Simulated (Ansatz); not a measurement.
`N=C1BN1` at its PBE0-D4/def2-TZVP geometry, where that method's forces vanish. Total charge 0; spin multiplicity 1.

```xyz
7

N    -1.0829    1.0298    0.9206
C    -0.3011    0.1765    0.4332
B     0.5862   -1.0370    0.2760
N     0.3996   -0.1276   -0.7471
H    -1.3061    1.7710    0.2562
H     1.1535   -2.0399    0.5419
H     0.5509    0.2272   -1.6808
```

**Question.** What forces (eV/Å) does B3LYP-D4/def2-TZVPP give on these atoms in the Gaussian-basis code of Ansatz? (Estimate.)

**Answer.** Ansatz gave: 
```
N1  -0.096  0.124  0.029
C2  -0.029 -0.078  0.196
B3   0.090 -0.174  0.065
N4   0.123 -0.021 -0.259
H5  -0.029  0.032  0.017
H6  -0.065  0.112 -0.025
H7   0.006  0.006 -0.023
```

B3LYP here is the variant with VWN-RPA as its local correlation; programs differ in this.
